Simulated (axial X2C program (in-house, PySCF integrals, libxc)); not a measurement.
**Low determinants of NaV⁻ at the PBE0 level, with spin–orbit coupling**

Computed with an in-house all-electron X2C program for linear molecules (integrals from PySCF). Two-component (2c) means X2C with spin–orbit coupling and atomic mean-field two-electron Coulomb and Gaunt terms. Basis: V dyall-acv3z [11s11p7d4f2g], Na dyall-av3z [10s9p5d2f] (cores contracted in-house); Gaussian nuclei, density fitting, unrestricted open shells. Masses: V 50.944 u, Na 22.990 u.

Search at 3.375 Å (vertical energies from the lowest determinant):

```tsv
ΔE (eV)	state	electrons beyond evenly filled partner blocks	electrons in ±ω = 1/2, 3/2, 5/2, 7/2
0.00	Ω = 5/2	ω = 5/2	26 8 1 0
0.04	Ω = 3/2	ω = 1/2, ω = -3/2, ω = 5/2	27 7 1 0
0.05	Ω = 7/2	2 × ω = 1/2, ω = 5/2	26 8 1 0
0.11	Ω = 1/2	ω = 1/2	27 8 0 0
0.15	Ω = 9/2	ω = 1/2, ω = 3/2, ω = 5/2	27 7 1 0
0.20	Ω = 3/2	2 × ω = -1/2, ω = 5/2	26 8 1 0
0.24	Ω = 7/2	ω = -1/2, ω = 3/2, ω = 5/2	27 7 1 0
```

Lowest determinant, Ω = 5/2 (⟨Sz⟩ = 2.50, ⟨Lz⟩ = 0.00 at PBE0): Re = 3.364 Å, ωe = 105.8 cm⁻¹.

The determinant in row 2 of the search, Ω = 3/2 (⟨Sz⟩ = 2.50, ⟨Lz⟩ = -1.00 at PBE0), was followed along the bond at PBE0; measured from the minimum of the lowest determinant it gives:

Te = 0.036 eV (292 cm⁻¹), Re = 3.327 Å, ωe = 110.4 cm⁻¹.

Compare the bond of the determinant in row 2 with that of the lowest one.

At PBE0 its Re is 0.037 Å shorter and its force constant, which goes as ωe², is 1.09 times that of the lowest determinant. T0 ≈ Te + Δωe/2 = 292 + (2) = 294 cm⁻¹.

The search compares states at one distance, so a state with another bond length can lie lower; it is not exhaustive and yields mostly the lowest determinant of each block pattern, so other components and higher states of one pattern are missing. These are energies of single determinants, not of spin-adapted states; PBE0 term energies can be off by some tenths of an eV, and the functional has no current term. The lowest determinant need not be the ground state where others lie within half an eV. For an anion, determinants above electron detachment are held by the basis set. The highest occupied level of some functionals is positive through self-interaction error; at Hartree–Fock it is bound. Row 1 has a positive highest level at its minimum. Row 2 has a positive highest level at its minimum.
